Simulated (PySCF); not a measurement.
CaCl, SMILES [Ca+][Cl], charge +1. Atoms are numbered in the order given.

```xyz
2

Ca     0.0000     0.0000    -1.0652
Cl     0.0000     0.0000     1.2531
```
Charge +1, spin multiplicity 1.

Geometry: PBE-D3(BJ)/def2-TZVPD. The multiplicity is an assumed one; other spin states were not compared.

Two levels are set side by side: PBE/pcSseg-2 (PySCF) and PBE0/pcSseg-2 (PySCF). GIAO shifts against HCl (³⁵Cl) at the same level; non-relativistic, no solvent, atoms listed together averaged. Without spin–orbit terms, shifts of atoms bonded to Cl or Br come out too high at both levels. Differences are taken from unrounded values.

| quantity | PBE |
|---|---|
| δ(³⁵Cl) of Cl2 (ppm) | 695.5 |

Q: These are the PBE values. What does PBE0 give? (Estimate from the structure and the level; the computed values follow.)

A: 
```
quantity               PBE0  PBE minus PBE0
--------------------  -----  --------------
δ(³⁵Cl) of Cl2 (ppm)  556.0           139.4
```

Rough cost on one machine, each run with all the roots and properties that it gave: PBE0 against PBE within a factor of 2.
